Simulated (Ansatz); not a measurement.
Program: Ansatz. Geometries: PBE0-D4/def2-TZVP. ΔE: electronic, gas phase. CCSD(T)/CBS adds triple-zeta CCSD(T) − MP2 to the extrapolated MP2 energy (def2 sets, frozen cores). For Br, Ga outer-core shells are correlated without core-valence functions, which leaves a few kJ/mol of doubt a bond. Scalar relativity is left out up to krypton. Each species was taken in one conformer, which may not be the lowest.

Reaction (formal exchange of groups at a Ga–H bond): `[Br][GaH][Br]` + `CCCC(=O)N(C)C` → `C[N](C)[Ga]([Br])[Br]` + `CCCC=O`

```json
{"species": "`[Br][GaH][Br]`", "MP2/def2-TZVPP energy (Eh)": "-7069.55270"}
{"species": "`CCCC(=O)N(C)C`", "MP2/def2-TZVPP energy (Eh)": "-365.71345"}
{"species": "`C[N](C)[Ga]([Br])[Br]`", "MP2/def2-TZVPP energy (Eh)": "-7203.27811"}
{"species": "`CCCC=O`", "MP2/def2-TZVPP energy (Eh)": "-231.99149"}
```

Q: Work out ΔE.

A: ΔE = (-7203.27811) + (-231.99149) − (-7069.55270) − (-365.71345) = -0.00345 Eh = -0.09 eV. CCSD(T)/CBS gives -0.06 eV.

Largest T1 diagnostic among the species: 0.012.

The D4 term adds −0.04 eV with B3LYP and −0.02 eV with PBE0; it sums over pairs of atoms, weighted by their polarisabilities, and B3LYP, whose exchange is more repulsive, gets the larger term. In def2-TZVPP, CCSD(T) changes the Hartree–Fock value by −0.12 eV (the triples alone add +0.01 eV) and MP2 by −0.14 eV.

B3LYP here is the variant with VWN-RPA as its local correlation; programs differ in this.
